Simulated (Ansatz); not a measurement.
Stepwise reaction of `[CH3][Sc]([CH3])[Cl]` with hydrogen fluoride, as a gas-phase model of exchange steps in deposition or etching. ΔE in kJ/mol.

Calculated with Ansatz (gas phase, PBE0-D4/def2-TZVP geometries, no zero-point term in ΔE). CCSD(T)/CBS adds triple-zeta CCSD(T) − MP2 to the extrapolated MP2 energy (def2 sets, frozen cores). This one scheme is used for every species. Functionals use def2-TZVPP. B3LYP here is the variant with VWN-RPA as its local correlation; programs differ in this. For Sc outer-core shells are correlated without core-valence functions, which leaves a few kJ/mol of doubt a bond. Scalar relativity is left out up to krypton.

```tsv
step	reaction	PBE-D4	B3LYP-D4	ωB97M-V	CCSD(T)/CBS
1	`[CH3][Sc]([CH3])[Cl]` + H–F → `[CH3][Sc]([F])[Cl]` + CH₄	-259.0	-264.0	-258.9	-246.8
2	`[CH3][Sc]([F])[Cl]` + H–F → `[F][Sc]([F])[Cl]` + CH₄	-251.8	-256.1	-250.3	-238.6
```

(1) By hand: ΔE of the 2 steps together at CCSD(T)/CBS.

## Answers

(1) (-246.8) + (-238.6) = -485.4 kJ/mol, or -242.7 kJ/mol a step.

In ΔE each step is higher than the one before. All are downhill at CCSD(T)/CBS. PBE-D4 differs from CCSD(T)/CBS by -13.2 to -12.2 kJ/mol a step. Isolated molecules leave out the surface, adducts and barriers. Largest T1 diagnostic: 0.016.
